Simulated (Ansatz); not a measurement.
Calculation: frozen-core CCSD(T)/cc-pVDZ // PBE0-D3(BJ)/def2-SVP run with Ansatz (an electronic-structure program).

Ansatz 0.2 input:
```yaml
crystal:
  periodic: [false, false, false]
  atoms:
    - { symbol: O, position_ang: [0.342036, -0.094313, 1.71974] }
    - { symbol: Ge, position_ang: [-0.00004, -0.000035, 0.000111] }
    - { symbol: O, position_ang: [-0.48832, 1.657497, -0.311678] }
    - { symbol: O, position_ang: [1.452623, -0.549319, -0.819079] }
    - { symbol: O, position_ang: [-1.306803, -1.014202, -0.588766] }
    - { symbol: H, position_ang: [-0.200596, 0.521968, 2.22486] }
    - { symbol: H, position_ang: [-1.04966, 1.722498, -1.092719] }
    - { symbol: H, position_ang: [2.246086, -0.348027, -0.309883] }
    - { symbol: H, position_ang: [-0.995325, -1.896068, -0.822585] }
basis:
  gaussian: { orbitals: cc-pVDZ }
correlation:
  method: ccsd_t
```

Output:

```
Functional definition: HF
1013 factors; integrals over basis functions are off by at most 1.2e-3 eV
mean field evaluation 1: about -64682.5423 eV, gradient 5.5e1 eV
mean field evaluation 2: about -64682.5591 eV, gradient 5.5e1 eV
mean field evaluation 4: about -64687.9596 eV, gradient 2.6e0 eV
mean field evaluation 8: about -64687.9815 eV, gradient 9.8e-2 eV
mean field evaluation 16: about -64687.9583 eV, gradient 4.2e-1 eV
mean field -64687.98153603 eV, -2377.2394743605 hartree, gradient 1.6e-6 eV, S^2 0.000000; 0 other end points of the search recorded, 0 dependent functions left out
13 core orbitals not correlated
reference -64687.98153603 eV, -2377.2394743605 hartree; 21, 21 occupied and 69, 69 virtual orbitals, 1013 factors
second order -23.61666125 eV of doubles, -0.00000000 eV of singles
cycle   1  -23.46440364 eV  change    1.5e-1 eV  update   1.1e-1
cycle   2  -23.97477719 eV  change   -5.1e-1 eV  update   2.9e-2
cycle   3  -24.11930953 eV  change   -1.4e-1 eV  update   1.6e-2
cycle   4  -24.10923154 eV  change    1.0e-2 eV  update   2.9e-3
cycle   5  -24.10745873 eV  change    1.8e-3 eV  update   1.3e-3
cycle   6  -24.10803708 eV  change   -5.8e-4 eV  update   3.8e-4
cycle   7  -24.10786712 eV  change    1.7e-4 eV  update   1.3e-4
cycle   8  -24.10776984 eV  change    9.7e-5 eV  update   3.7e-5
cycle   9  -24.10776235 eV  change    7.5e-6 eV  update   1.3e-5
perturbative correction -0.54157653 eV, -0.0199025704 hartree
Total energy: -64712.63087492 eV, -2378.1453208566 hartree
```

Cost: very roughly 25 core-seconds.
